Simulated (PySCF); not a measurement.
In(Me)2(NH3) (C2H9InN), SMILES [CH3][In]([CH3])<-[NH3] (connectivity only; charge and spin as stated), neutral, multiplicity 2.

Coordinates come from a PBE0-D3(BJ)/def2-SVP optimisation. The multiplicity is an assumed one; other spin states were not compared. The isomer is the one that the SMILES or the coordinates give; other isomers of the formula were not compared. The def2 effective core potentials stand for the cores of In; spin–orbit coupling is left out.

Level of theory: C-PCM-ωB97X/def2-SVP (PySCF).

The values are the electrostatic part of the solvation free energy, E(continuum) − E(gas) at the gas-phase geometry, in a cavity of scaled van der Waals radii (PySCF's table); cavitation and dispersion terms are not included. A continuum can't describe solvent molecules that bind to the metal. The dipole moment in vacuum is 4.61 D.

Estimate the values in water (ε = 78.36), ethanol (ε = 24.85), dichloromethane (ε = 8.93). (An estimate is asked for; the answer gives what the named calculation found.)


```csv
solvent,ε,ΔG(elec) (kcal/mol),dipole (D)
water,78.36,-7.8,5.80
ethanol,24.85,-7.5,5.76
dichloromethane,8.93,-6.9,5.64
```
